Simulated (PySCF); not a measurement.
Compound: GeH7NSi.
SMILES with atom numbers: `[NH2:1][SiH2:2][GeH3:3]` (hydrogens: H4, H5 on N1; H6, H7 on Si2; H8, H9, H10 on Ge3)

Computed, not measured: EOM-IP-CCSD/aug-cc-pVDZ in PySCF, restricted Hartree–Fock reference, 15 core orbitals frozen, non-relativistic, gas phase, PBE0-D3(BJ)/def2-SVP geometry.

Hartree–Fock orbital energies give these Koopmans values (eV): HOMO 10.36, HOMO-1 11.33, HOMO-2 12.46, HOMO-3 12.61, HOMO-4 13.49, HOMO-5 15.05, HOMO-6 17.87, HOMO-7 18.58.

Question: What vertical ionisation energies does EOM-IP-CCSD give?

Answer: 
| leading hole (HF orbital) | Koopmans (eV) | EOM-IP-CCSD (eV) | change (eV) | one-hole share |
| --- | --- | --- | --- | --- |
| HOMO | 10.36 | 9.57 | -0.79 | 0.95 |
| HOMO-1 | 11.33 | 10.44 | -0.89 | 0.95 |
| HOMO-2 | 12.46 | 11.74 | -0.72 | 0.94 |
| HOMO-3 | 12.61 | 11.94 | -0.67 | 0.94 |
| HOMO-4 | 13.49 | 12.60 | -0.89 | 0.94 |
| HOMO-5 | 15.05 | 13.82 | -1.23 | 0.93 |
| HOMO-6 | 17.87 | 16.61 | -1.26 | 0.93 |
| HOMO-7 | 18.58 | 17.02 | -1.56 | 0.89 |

Question: Does the order of the lines follow the orbital energies?

Answer: Yes, no two lines change places. The corrections run from -1.56 to -0.67 eV, with a mean of -1.00 eV over the 8 lines; no line lies above its Koopmans value.

Question: At what kinetic energies would He II light (40.81 eV) eject these electrons?

Answer: 31.24 eV (HOMO), 30.37 eV (HOMO-1), 29.07 eV (HOMO-2), 28.87 eV (HOMO-3), 28.21 eV (HOMO-4), 26.99 eV (HOMO-5), 24.20 eV (HOMO-6), 23.79 eV (HOMO-7).

One root was sought for each valence orbital with −ε under 21 eV, eight at most, so deeper holes and satellites are missing; no vibrational structure.

Shape of the structure used: `[NH2:1][SiH2:2][GeH3:3]`: H–N1–Si2–Ge3 172°, H–N1–Si2–Ge3 -48°.

One conformer stands for the species.
